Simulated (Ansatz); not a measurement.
Relaxation of the cluster Pb₂O₃ with RKS PBE-D4/def2-SVP.

```sh
$ ansatz run in.yaml --threads 4 --pin off --events-out ev --progress --plain --max-ram 4787MiB
```

```yaml
crystal:
  periodic: [false, false, false]
  atoms:
    - {symbol: Pb, position_ang: [1.887030, -0.003100, -0.042390]}
    - {symbol: Pb, position_ang: [-1.579280, 1.032670, 0.040210]}
    - {symbol: O, position_ang: [-1.045690, -1.051920, 0.023730]}
    - {symbol: O, position_ang: [0.296190, -1.454840, -0.011730]}
    - {symbol: O, position_ang: [0.441740, 1.477190, -0.009810]}
basis:
  gaussian: {orbitals: def2-SVP}
hamiltonian: {xc: pbe, dispersion: d4}
scf: {lower_state_search: "off"}
output: {orbitals: {seedname: orbitals}}
relax: {f_tol: 0.02, max_steps: 100}
```

Run time 2.8 s (4 threads of Arm Neoverse V2 on a shared host).

Positions (Å) and forces (eV/Å) at steps 1, 2, 3, 4, 5 of 5:

```xyz
5
step=1 energy=-16628.3788 eV
Pb    1.887   -0.003   -0.042    0.949   -0.279   -0.026
Pb   -1.579    1.033    0.040   -0.940    0.311    0.022
O    -1.046   -1.052    0.024    0.267   -0.714   -0.011
O     0.296   -1.455   -0.012   -0.599   -0.427    0.019
O     0.442    1.477   -0.010    0.323    1.109   -0.003
5
step=2 energy=-16628.4634 eV
Pb    1.886    0.000   -0.045   -0.008   -0.076    0.000
Pb   -1.576    1.035    0.040   -0.032   -0.062   -0.002
O    -1.064   -1.116    0.022    0.209    0.105    0.000
O     0.276   -1.517   -0.008   -0.114    0.205   -0.001
O     0.478    1.598   -0.009   -0.055   -0.172    0.002
5
step=3 energy=-16628.4658 eV
Pb    1.886   -0.001   -0.045    0.021   -0.052    0.000
Pb   -1.577    1.034    0.040   -0.044   -0.028   -0.001
O    -1.059   -1.114    0.022    0.035    0.119    0.003
O     0.273   -1.513   -0.008    0.039    0.121   -0.004
O     0.477    1.595   -0.009   -0.051   -0.160    0.002
5
step=4 energy=-16628.4688 eV
Pb    1.909   -0.010   -0.045   -0.147    0.068    0.003
Pb   -1.601    1.040    0.040    0.162   -0.023   -0.004
O    -1.052   -1.093    0.023    0.035   -0.031   -0.001
O     0.279   -1.491   -0.009   -0.046   -0.007    0.002
O     0.465    1.555   -0.008   -0.003   -0.007    0.001
5
step=5 energy=-16628.4708 eV
Pb    1.897   -0.006   -0.045   -0.001   -0.006   -0.001
Pb   -1.589    1.037    0.040   -0.002   -0.005   -0.001
O    -1.053   -1.099    0.023   -0.008    0.006    0.000
O     0.277   -1.497   -0.009    0.010    0.001    0.000
O     0.468    1.566   -0.009    0.001    0.005    0.001
```

In the def2 sets Pb takes a core potential; there is no spin–orbit coupling. The structure holds 1 bond(s) between oxygen atoms. Another isomer (singlet) lies 0.21 eV lower at PBE0-D4/def2-TZVP; other spin states weren't run for this one.
